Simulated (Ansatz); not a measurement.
## Ligand exchange: C3H4ClF + C3H5FGe → C2HClF2 + C4H8Ge

Species: C3H4ClF `C/C(Cl)=C/F`, singlet; C3H5FGe `C#[C][GeH]([CH3])[F]`, singlet; C2HClF2 `F/C=C(\F)Cl`, singlet; C4H8Ge `C#[C][GeH]([CH3])[CH3]`, singlet. The partners trade CH3 for F: C–CH3 and Ge–F bonds give way to C–F and Ge–CH3.

Shapes, held fixed at every level: PBE0-D4/def2-TZVP. Programs: Ansatz 0.2.0. Electronic energies: no zero-point or thermal term.

```
               level                    kind  ΔE (kJ/mol)  less CCSD(T)/def2-TZVPP
   PBE-D4/def2-TZVPP                     GGA       +132.8                    -12.4
r2SCAN-D4/def2-TZVPP                meta-GGA       +141.8                     -3.4
  PBE0-D4/def2-TZVPP           global hybrid       +138.1                     -7.1
  wB97M-V/def2-TZVPP  range-separated hybrid       +143.1                     -2.1
   B2PLYP/def2-TZVPP           double hybrid       +149.1                     +3.9
     CCSD/def2-TZVPP   coupled cluster or CI       +147.1                     +1.9
  CCSD(T)/def2-TZVPP   coupled cluster or CI       +145.2                      0.0
```

The highest level, CCSD(T)/def2-TZVPP, gives ΔE = +145.2 kJ/mol; the levels span +132.8 to +149.1. The column of differences is taken from that level and isn't an error. No measured value is set beside it here. Relativity is left out for Ge. Outer-core shells of Ge are correlated in most correlated rows, in sets that cover them unevenly.
